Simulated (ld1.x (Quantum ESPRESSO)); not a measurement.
manganese: TM pseudisation with LDA (PZ), scalar-relativistic reference atom.

ld1.x (Quantum ESPRESSO) 7.5 was run on this input:

```
&input
   title='Mn', zed=25., rel=1, dft='PZ', iswitch=3,
   config='[Ar] 3d5 4s0 4p0',
   nld=3, rlderiv=2.50, eminld=-4.0, emaxld=5.0, deld=0.02
 /
 &inputp
   pseudotype=2, tm=.true., lloc=-1, rcloc=2.10,
   nlcc=.true., new_core_ps=.true.,
   file_pseudopw='Mn.UPF', file_wfcaegen='ae.wfc', file_wfcncgen='nc.wfc', file_beta='beta', file_chi='chi'
 /
3
4S  1  0   0.00   0.00  2.30  2.30  0.0
4P  2  1   0.00   0.00  1.85  1.85  0.0
3D  3  2   5.00   0.00  2.05  2.05  0.0
 &test
   configts(1)='3d5 4s0 4p0'
 /
```

Command:

```bash
ld1.x < Mn.in > Mn.out
```

Output (shortened: banner, matrices, multipoles, cross overlaps and the repeated all-electron block are left out):

```
Program LD1 v.7.5
     --------------------------- All-electron run ----------------------------

     Mn
     scalar relativistic calculation

     atomic number is 25.00
     dft =PZ   lsd =0 sic =0 latt =0  beta=0.20 tr2=1.0E-14
     Exchange-correlation= PZ
                           (   1   1   0   0   0   0   0)
     mesh =1187 r(mesh) = 100.09544 a.u. xmin = -7.00 dx = 0.01250
     1 Ry =  13.60569312 eV, c = 137.03599908

     n l     nl                  e(Ry)          e(Ha)          e(eV)
     1 0     1S 1( 2.00)      -472.7989      -236.3994     -6432.7567
     2 0     2S 1( 2.00)       -55.8504       -27.9252      -759.8830
     2 1     2P 1( 6.00)       -47.5894       -23.7947      -647.4872
     3 0     3S 1( 2.00)        -7.5930        -3.7965      -103.3082
     3 1     3P 1( 6.00)        -5.3213        -2.6606       -72.3995
     3 2     3D 1( 5.00)        -1.8095        -0.9047       -24.6191
     4 0     4S 1( 0.00)        -1.4394        -0.7197       -19.5845
     4 1     4P 1( 0.00)        -1.0222        -0.5111       -13.9081

     final scf error:  5.4E-15 reached in  27 iterations

     Etot =   -2310.472970 Ry,   -1155.236485 Ha,  -31435.586200 eV

     Ekin =    2334.912711 Ry,    1167.456356 Ha,   31768.105821 eV
     Encl =   -5490.150331 Ry,   -2745.075165 Ha,  -74697.300598 eV
     Eh   =     943.424851 Ry,     471.712425 Ha,   12835.949003 eV
     Exc  =     -98.660202 Ry,     -49.330101 Ha,   -1342.340426 eV

     normalization and overlap integrals

     s(1S/1S) =  1.000000  <r> =   0.0610  <r2> =    0.0050  r(max) =   0.0400
     s(2S/2S) =  1.000000  <r> =   0.2801  <r2> =    0.0927  r(max) =   0.2331
     s(2P/2P) =  1.000000  <r> =   0.2474  <r2> =    0.0753  r(max) =   0.1885
     s(3S/3S) =  1.000000  <r> =   0.8538  <r2> =    0.8421  r(max) =   0.7361
     s(3P/3P) =  1.000000  <r> =   0.9051  <r2> =    0.9667  r(max) =   0.7547
     s(3D/3D) =  1.000000  <r> =   1.1472  <r2> =    1.7006  r(max) =   0.7547
     s(4S/4S) =  1.000000  <r> =   2.5598  <r2> =    7.4220  r(max) =   2.2392
     s(4P/4P) =  1.000000  <r> =   3.0359  <r2> =   10.4933  r(max) =   2.6343

     ------------------------ End of All-electron run ------------------------

     --------------------- Generating NC pseudopotential ---------------------

      Generating local potential from pseudized AE potential:
      Matching radius rcloc =   2.1000

      Local pseudo, rcloc= 2.077 Estimated cut-off energy=     5.32 Ry

      Computing core charge for nlcc:

       r > 1.06 : true rho core
      Core charge pseudized with two Bessel functions
      Integrated core pseudo-charge :  10.41

      Wfc   4S  rcut= 2.296  Using Troullier-Martins method

      Wfc   4P  rcut= 1.833  Using Troullier-Martins method

      Wfc   3D  rcut= 2.026  Using Troullier-Martins method

     ------------------- End of pseudopotential generation -------------------

     Computing logarithmic derivative in   2.49028
     Computing logarithmic derivative in   2.49028
     Computing the partial wave expansion
     R is outside the sphere for l=    0 j= 0.00
     R is outside the sphere for l=    1 j= 0.00
     R is outside the sphere for l=    2 j= 0.00

     ---------------------- Testing the pseudopotential ----------------------

     Mn
     scalar relativistic calculation

     atomic number is 25.00   valence charge is  7.00
     dft =PZ   lsd =0 sic =0 latt =0  beta=0.20 tr2=1.0E-14
     mesh =1187 r(mesh) = 100.09544 xmin = -7.00 dx = 0.01250

     n l     nl             e AE (Ry)        e PS (Ry)    De AE-PS (Ry)
     3 2     3D   1( 5.00)       -1.80947       -1.80947        0.00000
     1 0     4S   1( 0.00)       -1.43943       -1.43943        0.00000
     2 1     4P   1( 0.00)       -1.02222       -1.02222       -0.00001

     eps = 5.1E-15  iter =  4

     Etot =   -2310.472970 Ry,   -1155.236485 Ha,  -31435.586200 eV
     Etotps =   -46.325820 Ry,     -23.162910 Ha,    -630.294890 eV

     Ekin =      43.491580 Ry,      21.745790 Ha,     591.733093 eV
     Encl =     -54.591122 Ry,     -27.295561 Ha,    -742.750055 eV
     Ehrt =      18.729030 Ry,       9.364515 Ha,     254.821438 eV
     Ecxc =     -27.824624 Ry,     -13.912312 Ha,    -378.573292 eV
     (Ecc =     -19.148471 Ry,      -9.574235 Ha,    -260.528216 eV)
     Epseu=     -26.130684 Ry,     -13.065342 Ha,    -355.526074 eV

     ---------------------- End of pseudopotential test ----------------------
```

Generation and configuration tests took about 2.6 s on one core of a shared server CPU.
